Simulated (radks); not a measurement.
The numbers below are computed, except where a source is named.
Problem. Valence configurations of neutral calcium (all share [Ar]). Code: a radial shooting solver on a logarithmic mesh with Libxc functionals. Model: scalar-relativistic Kohn-Sham, PBE, spin-polarised, spherical densities, finite nucleus; open shells are filled with parallel spins first; Fermi nuclear charge, rms radius 3.4776 fm. Order these by energy: 4s1 4p1; 4s2; 4p2; 3d2; 4s1.5 4p0.5; 3d0.5 4s1.5; 3d1 4p1; 3d1 4s0.5 4p0.5; 3d1 4s1.

Solution. From the lowest, in eV above it: 4s2 0.000; 3d0.5 4s1.5 0.937; 4s1.5 4p0.5 1.049; 3d1 4s1 1.814; 4s1 4p1 1.874; 3d1 4s0.5 4p0.5 2.918; 3d1 4p1 4.022; 4p2 4.429; 3d2 4.530. NIST lists [Ar] 4s2 as the ground configuration; this level of theory agrees among the configurations tried. The energies are those of spherical high-spin densities, not of single terms.
